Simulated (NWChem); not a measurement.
System: SbClF2; SMILES [F][Sb]([Cl])[F]

Output (shortened):

```
             Northwest Computational Chemistry Package (NWChem) 7.3.0
             --------------------------------------------------------

 CS  symmetry detected

                             Geometry "geometry" -> ""
                             -------------------------

 Output coordinates in angstroms (scale by  1.889725989 to convert to a.u.)

  No.       Tag          Charge          X              Y              Z
 ---- ---------------- ---------- -------------- -------------- --------------
    1 Sb                  51.0000     0.35862337    -0.34367942     0.00000000
    2 F                    9.0000    -0.83868455    -0.86358073    -1.41130000
    3 F                    9.0000    -0.83868455    -0.86358073     1.41130000
    4 Cl                  17.0000    -0.18785117     1.94541786     0.00000000

 Effective nuclear repulsion energy (a.u.)     513.2724896687

      Symmetry information
      --------------------

 Group name             Cs
 Group number              2
 Group order               2
 No. of unique centers     3

  xc_inp: hfexch multiplicative factor not found.

                                 NWChem DFT Module
                                 -----------------

 Summary of "ao basis" -> "ao basis" (spherical)
 ------------------------------------------------------------------------------
       Tag                 Description            Shells   Functions and Types
 ---------------- ------------------------------  ------  ---------------------
 Sb                          sto-3g                 11       27   5s4p2d
 F                           sto-3g                  3        5   2s1p
 Cl                          sto-3g                  5        9   3s2p

      Symmetry analysis of basis
      --------------------------

        a'         31
        a"         15

            General Information
            -------------------
          SCF calculation type: DFT
          Wavefunction type:  closed shell.
          No. of atoms     :     4
          No. of electrons :    86
           Alpha electrons :    43
            Beta electrons :    43
          Charge           :     0
          Spin multiplicity:     1
          Use of symmetry is: on ; symmetry adaption is: on
          Maximum number of iterations: 150
          AO basis - number of functions:    46
                     number of shells:    22
          Convergence on energy requested:  1.00D-06
          Convergence on density requested:  1.00D-05
          Convergence on gradient requested:  5.00D-04

              XC Information
              --------------
                     Hartree-Fock (Exact) Exchange  1.000

      Superposition of Atomic Density Guess
      -------------------------------------

 Sum of atomic energies:       -6901.85439764

      Non-variational initial energy
      ------------------------------

 Total energy =   -6901.562224
 1-e energy   =  -10570.517369
 2-e energy   =    3155.682655
 HOMO         =      -0.172645
 LUMO         =       0.197111

      Symmetry analysis of molecular orbitals - initial
      -------------------------------------------------

  Numbering of irreducible representations:

     1 a'          2 a"

  Orbital symmetries:

     1 a'          2 a'          3 a'          4 a"          5 a'
     6 a'          7 a'          8 a'          9 a"         10 a'
    11 a'         12 a"         13 a'         14 a"         15 a'
    16 a"         17 a'         18 a'         19 a'         20 a"
    21 a'         22 a'         23 a'         24 a"         25 a'
    26 a'         27 a"         28 a'         29 a"         30 a'
    31 a'         32 a"         33 a'         34 a'         35 a"
    36 a'         37 a'         38 a"         39 a'         40 a"
    41 a'         42 a"         43 a'         44 a'         45 a"
    46 a'

     ---------------------------------------------
      Total Density - Mulliken Population Analysis
     ---------------------------------------------

    Atom       Charge   Shell Charges
 -----------   ------   -------------------------------------------------------
    1 Sb  51    49.21   2.00  2.00  6.00  2.00  5.99  2.00  5.99  1.71  1.53 10.00  9.99
    2 F    9     9.59   2.00  1.95  5.64
    3 F    9     9.59   2.00  1.95  5.64
    4 Cl  17    17.60   2.00  2.00  5.99  1.97  5.64

   convergence    iter        energy       DeltaE   RMS-Dens  Diis-err
 ---------------- ----- ----------------- --------- --------- ---------
 d= 0,ls=0.0,diis     1  -6901.9346616464 -7.42D+03  2.46D-02  3.18D-01
 d= 0,ls=0.0,diis     2  -6902.0432737754 -1.09D-01  5.27D-03  2.19D-02
 d= 0,ls=0.0,diis     3  -6902.0502662308 -6.99D-03  3.19D-03  2.24D-03
 d= 0,ls=0.0,diis     4  -6902.0516611918 -1.39D-03  7.80D-04  1.07D-04
 d= 0,ls=0.0,diis     5  -6902.0517281101 -6.69D-05  6.71D-05  1.37D-06
 d= 0,ls=0.0,diis     6  -6902.0517288151 -7.05D-07  1.21D-05  3.57D-08
 d= 0,ls=0.0,diis     7  -6902.0517288342 -1.91D-08  1.87D-06  9.90D-10

         Total DFT energy =    -6902.051728834203
      One electron energy =   -10561.830399672053
           Coulomb energy =     3359.198196109085
    Exchange-Corr. energy =     -212.692014939885
 Nuclear repulsion energy =      513.272489668652

 Numeric. integr. density =        0.000000000000

                  Occupations of the irreducible representations
                  ----------------------------------------------

                     irrep           alpha         beta
                     --------     --------     --------
                     a'               29.0         29.0
                     a"               14.0         14.0

                       DFT Final Molecular Orbital Analysis
                       ------------------------------------

 Vector   41  Occ=2.000000D+00  E=-3.937310D-01  Symmetry=a'
              MO Center= -1.9D-01,  1.6D+00,  3.4D-14, r^2= 2.2D+00
   Bfn.  Coefficient  Atom+Function         Bfn.  Coefficient  Atom+Function
  ----- ------------  ---------------      ----- ------------  ---------------
    44      0.749814  4 Cl px                45      0.567677  4 Cl py
    31      0.226050  2 F  py                36      0.226050  3 F  py
    40     -0.202212  4 Cl px                41     -0.155233  4 Cl py
    16     -0.118681  1 Sb py                14      0.093205  1 Sb s
    32      0.090401  2 F  pz                37     -0.090401  3 F  pz

 Vector   42  Occ=2.000000D+00  E=-3.860957D-01  Symmetry=a"
              MO Center= -2.7D-01,  1.6D+00,  9.5D-16, r^2= 2.1D+00
   Bfn.  Coefficient  Atom+Function         Bfn.  Coefficient  Atom+Function
  ----- ------------  ---------------      ----- ------------  ---------------
    46      0.960974  4 Cl pz                42     -0.259228  4 Cl pz
    32      0.200012  2 F  pz                37      0.200012  3 F  pz
    30      0.111325  2 F  px                35     -0.111325  3 F  px
    31      0.092418  2 F  py                36     -0.092418  3 F  py
    17     -0.084063  1 Sb pz                29     -0.037036  2 F  s

 Vector   43  Occ=2.000000D+00  E=-2.903900D-01  Symmetry=a'
              MO Center=  5.1D-01, -2.0D-01,  7.0D-14, r^2= 3.1D+00
   Bfn.  Coefficient  Atom+Function         Bfn.  Coefficient  Atom+Function
  ----- ------------  ---------------      ----- ------------  ---------------
    15      0.615708  1 Sb px                14      0.577145  1 Sb s
    44     -0.382048  4 Cl px                30     -0.324137  2 F  px
    35     -0.324137  3 F  px                45      0.232569  4 Cl py
    11     -0.200087  1 Sb px                16     -0.153186  1 Sb py
    10     -0.139737  1 Sb s                 40      0.100949  4 Cl px

 Vector   44  Occ=0.000000D+00  E= 2.093203D-01  Symmetry=a'
              MO Center=  2.4D-01,  1.5D-01,  1.2D-14, r^2= 2.8D+00
   Bfn.  Coefficient  Atom+Function         Bfn.  Coefficient  Atom+Function
  ----- ------------  ---------------      ----- ------------  ---------------
    16      1.056555  1 Sb py                45      0.664443  4 Cl py
    43     -0.334446  4 Cl s                 12     -0.293510  1 Sb py
    14      0.219280  1 Sb s                 44     -0.206928  4 Cl px
    41     -0.158995  4 Cl py                31     -0.156799  2 F  py
    36     -0.156799  3 F  py                32      0.113179  2 F  pz

 Vector   45  Occ=0.000000D+00  E= 2.552947D-01  Symmetry=a"
              MO Center=  1.5D-01, -4.1D-01, -9.7D-16, r^2= 2.5D+00
   Bfn.  Coefficient  Atom+Function         Bfn.  Coefficient  Atom+Function
  ----- ------------  ---------------      ----- ------------  ---------------
    17      1.013152  1 Sb pz                30      0.358469  2 F  px
    35     -0.358469  3 F  px                13     -0.287190  1 Sb pz
    32      0.238122  2 F  pz                37      0.238122  3 F  pz
    29      0.236884  2 F  s                 34     -0.236884  3 F  s
    46     -0.172171  4 Cl pz                31      0.158813  2 F  py

 Vector   46  Occ=0.000000D+00  E= 3.464365D-01  Symmetry=a'
              MO Center= -4.6D-01, -4.3D-01,  1.6D-14, r^2= 2.1D+00
   Bfn.  Coefficient  Atom+Function         Bfn.  Coefficient  Atom+Function
  ----- ------------  ---------------      ----- ------------  ---------------
    15      0.848293  1 Sb px                14     -0.631810  1 Sb s
    32      0.437698  2 F  pz                37     -0.437698  3 F  pz
    45     -0.324818  4 Cl py                29      0.300886  2 F  s
    34      0.300886  3 F  s                 30      0.234167  2 F  px
    35      0.234167  3 F  px                11     -0.232183  1 Sb px

     ---------------------------------------------
      Total Density - Mulliken Population Analysis
     ---------------------------------------------

[...]
```

Level: Hartree-Fock/STO-3G, non-relativistic. Structure relaxed at the PBE0/def2-SVP (def2 core potentials past Kr) level.

Problem. Reconstruct the input file.

Solution. This is not unique; one that fits is the input that was run:
```
start job
memory heap 200 mb stack 900 mb global 1100 mb
geometry units angstroms noautoz
  Sb     0.291486     0.354595     0.000000
  F     -0.931885     0.809795    -1.411300
  F     -0.931885     0.809795     1.411300
  Cl    -0.131927    -1.960426     0.000000
end
basis spherical
  Sb library sto-3g
  F library sto-3g
  Cl library sto-3g
end
dft
  xc hfexch
  iterations 150
  mulliken
end
task dft energy
```
